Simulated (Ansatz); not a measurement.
Basis-set extrapolation for `CC(C)NC(C)C` (PBE0-D4/def2-TZVP geometry, frozen core, Ansatz 0.2.0). Multiplicity 1, RHF reference.

```json
{"": "HF", "def2-TZVPP": "-290.497081", "def2-QZVPP": "-290.511082"}
{"": "MP2 correlation", "def2-TZVPP": "-1.279188", "def2-QZVPP": "-1.359812"}
{"": "CCSD(T) correlation", "def2-TZVPP": "-1.406127", "def2-QZVPP": "not run"}
```

Energies in hartree. Use E(X) = E(∞) + A·exp(−7.88·√X) for Hartree–Fock and E(X) = E(∞) + B·X^(−2.97) for correlation, with X = 3 and 4, and add CCSD(T) minus MP2 of the smaller set to the MP2 limit.

Problem. What is the CCSD(T) energy at the basis-set limit?

Solution. HF limit: -290.511082 + (-0.014001) × 0.13774 = -290.51301. MP2 limit: -1.359812 + (-0.080624) × 0.74074 = -1.41953. Higher-order term: -1.406127 − (-1.279188) = -0.12694. Total: -292.05948 hartree, 98.1 kcal/mol below CCSD(T)/def2-TZVPP.
